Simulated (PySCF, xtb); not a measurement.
B(vinyl)(OMe)(NH2) (C₃H₈BNO), SMILES C=CB(N)OC. Other conformers were not sampled.

Harmonic wavenumbers (cm⁻¹) from GFN2-xTB run with xtb 6.7.1 at its own minimum, in rising order: 64, 135, 153, 157, 249, 371, 382, 458, 500, 501, 647, 721, 827, 924, 992, 1044, 1082, 1127, 1156, 1238, 1277, 1335, 1409, 1414, 1485, 1487, 1535, 1673, 2910, 2925, 2983, 3012, 3069, 3116, 3512, 3557.

**Question.** What does PBE0-D3(BJ)/def2-SVP (PySCF) give at its own minimum? (The exact figures need the calculation; the answer reports its results.)

**Answer.** 84, 137, 154, 171, 261, 401, 403, 438, 526, 568, 721, 742, 869, 995, 1002, 1049, 1156, 1179, 1211, 1261, 1339, 1402, 1433, 1476, 1478, 1500, 1602, 1713, 3004, 3077, 3137, 3141, 3151, 3244, 3652, 3757. Paired by order, the mean absolute difference is 57 cm⁻¹ and the zero-point energies are 70.7 and 73.5 kcal/mol.
